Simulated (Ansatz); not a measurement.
Species: C6H12, net charge 0, singlet state. 
Structure (B3LYP-D3(BJ)/def2-TZVP (Ansatz, a program for electronic structure) minimum search):
```xyz
18

C      2.0463    -0.8288     0.2504
C      0.5927    -0.4163     0.4259
C     -0.3572    -0.9452    -0.6555
C     -1.6315    -0.0931    -0.5111
C     -1.1740     1.2371     0.1521
C      0.3448     1.0957     0.3621
H      2.4310    -0.4810    -0.7123
H      2.6786    -0.4057     1.0342
H      2.1596    -1.9147     0.2818
H      0.2371    -0.7790     1.3987
H      0.1012    -0.7800    -1.6362
H     -0.5489    -2.0159    -0.5666
H     -2.1194     0.0727    -1.4720
H     -2.3578    -0.6017     0.1251
H     -1.4197     2.1069    -0.4577
H     -1.6782     1.3740     1.1103
H      0.8868     1.5040    -0.4973
H      0.7029     1.6231     1.2480
```

Basis-set convergence of Hartree-Fock and MP2 correlation energies (hartree) with Ansatz. Cores are frozen in the correlated levels unless marked. Spin-orbit coupling is left out. No relativistic terms.

| basis | functions | E(HF) | E(corr, MP2) |
|---|---|---|---|
| aug-cc-pVDZ | 246 | -234.22411 | -0.88945 |
| aug-cc-pVTZ | 552 | ? | ? |

Problem. Some entries are withheld; supply them.

Solution. 
- aug-cc-pVTZ, E(HF): -234.27937
- aug-cc-pVTZ, E(corr, MP2): -1.05985
